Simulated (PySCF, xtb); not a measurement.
Al(OH)2 (AlH₂O₂), SMILES [OH][Al][OH], multiplicity 2. One conformer was computed; it need not be the lowest.

Harmonic wavenumbers (cm⁻¹) from GFN2-xTB in xtb at its own minimum, in rising order: 107, 434, 437, 460, 462, 705, 951, 3693, 3694.

Question: What does PBE0-D3(BJ)/def2-TZVP (PySCF 2.14.0) give at its own minimum? (The exact figures need the calculation; the answer reports its results.)

Answer: 199, 225, 299, 507, 587, 788, 896, 3933, 3935. Paired by order, the mean absolute difference is 137 cm⁻¹ and the zero-point energies are 15.6 and 16.3 kcal/mol.
